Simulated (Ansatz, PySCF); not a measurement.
Another site gives an ion 67962.96 eV lower (`O[SiH2]Br`) at the level CAM-B3LYP-D3(BJ)/def2-TZVPD (PySCF).

Calculation: frozen-core CCSD(T)/def2-TZVPD // CAM-B3LYP-D3(BJ)/def2-TZVPD run with Ansatz (an electronic-structure program).

Ansatz 0.2 input:
```yaml
crystal:
  periodic: [false, false, false]
  atoms:
    - { symbol: C, position_ang: [2.141081, 0.165266, 0.226766] }
    - { symbol: C, position_ang: [0.971199, -0.087909, 0.134811] }
    - { symbol: Si, position_ang: [-0.809167, -0.471277, -0.021834] }
    - { symbol: O, position_ang: [-1.711463, 0.897495, -0.047851] }
    - { symbol: H, position_ang: [3.178427, 0.388259, 0.311655] }
    - { symbol: H, position_ang: [-1.260138, -1.232709, 1.151955] }
    - { symbol: H, position_ang: [-0.980869, -1.260645, -1.25797] }
    - { symbol: H, position_ang: [-1.509989, 1.588162, -0.681847] }
basis:
  gaussian: { orbitals: def2-TZVPD }
correlation:
  method: ccsd_t
```

Output:

```
Functional definition: HF
1276 factors; integrals over basis functions are off by at most 9.9e-4 eV
mean field evaluation 1: about -12021.7639 eV, gradient 4.2e1 eV
mean field evaluation 2: about -12021.8580 eV, gradient 4.2e1 eV
mean field evaluation 4: about -12025.5213 eV, gradient 4.0e0 eV
mean field evaluation 8: about -12025.5728 eV, gradient 1.6e-1 eV
mean field evaluation 16: about -12024.5234 eV, gradient 2.3e1 eV
mean field -12025.57299113 eV, -441.9316561977 hartree, gradient 1.2e-6 eV, S^2 0.000000; 0 other end points of the search recorded, 0 dependent functions left out
8 core orbitals not correlated
reference -12025.57299113 eV, -441.9316561977 hartree; 11, 11 occupied and 174, 174 virtual orbitals, 1276 factors
second order -17.74813126 eV of doubles, -0.00000000 eV of singles
cycle   1  -17.84860638 eV  change   -1.0e-1 eV  update   1.0e-1
cycle   2  -18.35342068 eV  change   -5.0e-1 eV  update   3.0e-2
cycle   3  -18.46597569 eV  change   -1.1e-1 eV  update   1.5e-2
cycle   4  -18.46076813 eV  change    5.2e-3 eV  update   4.1e-3
cycle   5  -18.46219666 eV  change   -1.4e-3 eV  update   1.8e-3
cycle   6  -18.46343608 eV  change   -1.2e-3 eV  update   4.7e-4
cycle   7  -18.46344716 eV  change   -1.1e-5 eV  update   1.7e-4
cycle   8  -18.46346751 eV  change   -2.0e-5 eV  update   4.7e-5
cycle   9  -18.46349940 eV  change   -3.2e-5 eV  update   1.7e-5
cycle  10  -18.46350346 eV  change   -4.1e-6 eV  update   6.2e-6
perturbative correction -0.80951248 eV, -0.0297490350 hartree
Total energy: -12044.84600707 eV, -442.6399264699 hartree
```

Cost: about 2.1 core-minutes (a rough figure).
